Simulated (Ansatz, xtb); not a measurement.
Relative energy of two isomers of C3H12Si2

Structure I is `CC[Si@@H](C)[SiH3]`, a singlet and structure II is `C[SiH](C)C[SiH3]`, a singlet. Both are isolated molecules in the gas phase, relaxed with B3LYP/def2-SVP, each in the lowest conformer that the search found.

Task: Estimate E(II) − E(I) at the level CCSD(T)/def2-SVP + ΔMP2/def2-TZVPP.

Result: Calculated at CCSD(T)/def2-SVP + ΔMP2/def2-TZVPP: E(II) − E(I) = −13.7 kcal/mol, so structure II lies lower.

How the difference moves with the method:

| level | geometry | E(II) − E(I) (kcal/mol) | departure from the last row (kcal/mol) | job, with rough time for the two |
| --- | --- | --- | --- | --- |
| GFN2-xTB | GFN2-xTB | −3.2 | +10.5 | optimisation, 0.2 s |
| HF/STO-3G | GFN2-xTB | −8.1 | +5.7 | single point, 0.5 s |
| r2SCAN-D4/def2-SVP | GFN2-xTB | −12.2 | +1.5 | single point, 4.8 s |
| B3LYP/def2-SVP | B3LYP/def2-SVP | −10.4 | +3.3 | optimisation, 43 s |
| HF/def2-SVP | B3LYP/def2-SVP | −12.6 | +1.2 | part of the CCSD(T) run |
| MP2/def2-SVP | B3LYP/def2-SVP | −12.3 | +1.4 | part of the CCSD(T) run |
| CCSD(T)/def2-SVP | B3LYP/def2-SVP | −10.4 | +3.4 | single point |
| CCSD(T)/def2-SVP + ΔMP2/def2-TZVPP | B3LYP/def2-SVP | −13.7 |  | single point, 50 s |

As drawn, II has 2 C–Si in place of 1 C–C, 1 Si–Si.

The levels shown agree on the order. The largest departure from CCSD(T)/def2-SVP + ΔMP2/def2-TZVPP is that of GFN2-xTB, 10.5 kcal/mol. A small imaginary or near-zero mode remains, so no thermal terms are given. The last row adds to CCSD(T) the change of the MP2 difference between the two basis sets, here −3.4 kcal/mol, a large step that makes the value less sure.

The correlated steps freeze 13 core orbitals. Run with Ansatz 0.2.0, xtb 6.7.1; the last row on 2 threads of Intel(R) Xeon(R) 6975P-C (Granite Rapids) on a shared host.
